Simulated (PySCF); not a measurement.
# Nonlinear optical response: SMILES C1=C(C(C)=O)C=CC1=C, C$_{8}$H$_{8}$O

Molfile (atoms numbered from 1):
```
C8H8O
     RDKit          3D

 17 17  0  0  0  0  0  0  0  0999 V2000
    3.1759    0.1505    0.4333 C   0  0  0  0  0  0  0  0  0  0  0  0
    1.8673    0.2486    0.1339 C   0  0  0  0  0  0  0  0  0  0  0  0
    1.2370    1.1954   -0.7971 C   0  0  0  0  0  0  0  0  0  0  0  0
   -0.0938    0.9508   -0.7998 C   0  0  0  0  0  0  0  0  0  0  0  0
   -0.3817   -0.1610    0.1264 C   0  0  0  0  0  0  0  0  0  0  0  0
   -1.7022   -0.7617    0.4377 C   0  0  0  0  0  0  0  0  0  0  0  0
   -2.9054   -0.1863   -0.2661 C   0  0  0  0  0  0  0  0  0  0  0  0
   -1.8011   -1.6773    1.2267 O   0  0  0  0  0  0  0  0  0  0  0  0
    0.7897   -0.5771    0.6808 C   0  0  0  0  0  0  0  0  0  0  0  0
    3.9145    0.8131   -0.0258 H   0  0  0  0  0  0  0  0  0  0  0  0
    3.5390   -0.5955    1.1452 H   0  0  0  0  0  0  0  0  0  0  0  0
    1.7726    1.9511   -1.3710 H   0  0  0  0  0  0  0  0  0  0  0  0
   -0.8426    1.4831   -1.3874 H   0  0  0  0  0  0  0  0  0  0  0  0
   -3.0093    0.8864   -0.0371 H   0  0  0  0  0  0  0  0  0  0  0  0
   -3.8072   -0.7216    0.0544 H   0  0  0  0  0  0  0  0  0  0  0  0
   -2.7909   -0.2722   -1.3585 H   0  0  0  0  0  0  0  0  0  0  0  0
    0.8988   -1.3839    1.4045 H   0  0  0  0  0  0  0  0  0  0  0  0
  1  2  2  0
  2  3  1  0
  3  4  2  0
  4  5  1  0
  5  6  1  0
  6  7  1  0
  6  8  2  0
  5  9  2  0
  9  2  1  0
  1 10  1  0
  1 11  1  0
  3 12  1  0
  4 13  1  0
  7 14  1  0
  7 15  1  0
  7 16  1  0
  9 17  1  0
M  END
```

The calculation used PySCF 2.14.0, quadratic response CAM-B3LYP/aug-cc-pVDZ first hyperpolarisability, Taylor convention, gas phase. Geometry: PBE0-D3(BJ)/def2-SVP.

What is the first hyperpolarisability, and how does it disperse?

In au, Taylor convention; the vector part is βᵢ = ⅓ Σⱼ (βᵢⱼⱼ + βⱼᵢⱼ + βⱼⱼᵢ); β∥ is 3/5 of the vector part along the dipole, the dipole points from − to +:
| process | λ (nm) | β vector norm | β∥ | β HRS | depolarisation ratio |
| --- | --- | --- | --- | --- | --- |
| static β(0;0,0) | ∞ | 264.0 | 83.1 | 138.8 | 2.92 |
| second harmonic β(−2ω;ω,ω) | 1907 | 293.8 | 96.3 | 152.8 | 2.94 |
| Pockels β(−ω;ω,0) | 1907 | 273.5 | 87.3 | – | – |
| second harmonic β(−2ω;ω,ω) | 1064 | 377.1 | 134.7 | 192.4 | 2.97 |
| Pockels β(−ω;ω,0) | 1064 | 296.1 | 97.3 | – | – |

Which lowest excitations, dipole and polarisabilities go with it?

S1 3.31 eV (f = 0.006); S2 3.67 eV (f = 0.000); S3 5.02 eV (f = 0.380); dipole 3.35 D; isotropic α 104.0 au static, 104.5 au at 1907 nm, 105.8 au at 1064 nm, 106.2 au at 953.5 nm, 112.2 au at 532 nm.
